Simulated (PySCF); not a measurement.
C4H4F2O2.

```xyz
12

C     -0.1677    -2.9460     0.0000
O     -0.6085    -1.5871     0.0000
C      0.3547    -0.6616     0.0000
O      1.5408    -0.8988     0.0000
C     -0.2090     0.7136     0.0000
F     -1.5342     0.8480     0.0000
C      0.6077     1.7764     0.0000
F      0.1488     3.0181     0.0000
H      0.4396    -3.1567     0.8929
H      0.4396    -3.1567    -0.8929
H     -1.0760    -3.5596     0.0000
H      1.6935     1.6702     0.0000
```

The structure is a stationary point at B3LYP-D3(BJ)/def2-SVP. Other conformers were not sampled.

The numbers are results of PBE/pcSseg-1 (PySCF), not measurements. Non-relativistic, no solvent.

Computed absolute GIAO shielding of each atom: isotropic value and principal components (ppm):
| atom | σ(iso) | σ11 | σ22 | σ33 | span |
|---|---|---|---|---|---|
| C1 | 125.8 | 93.4 | 111.2 | 172.8 | 79.4 |
| O2 | 130.3 | -46.5 | 199.6 | 237.8 | 284.3 |
| C3 | 16.0 | -73.6 | 56.7 | 64.9 | 138.5 |
| O4 | -58.6 | -282.1 | -198.1 | 304.5 | 586.6 |
| C5 | 32.5 | -40.8 | 58.3 | 79.9 | 120.7 |
| F6 | 313.4 | 232.3 | 275.2 | 432.7 | 200.5 |
| C7 | 26.8 | -46.7 | 47.2 | 80.0 | 126.7 |
| F8 | 289.8 | 188.7 | 204.7 | 476.2 | 287.5 |
| H9 | 27.3 | 23.8 | 25.2 | 33.1 | 9.3 |
| H10 | 27.3 | 23.8 | 25.2 | 33.1 | 9.3 |
| H11 | 27.4 | 24.0 | 26.1 | 32.3 | 8.3 |
| H12 | 23.7 | 20.6 | 22.7 | 27.7 | 7.1 |
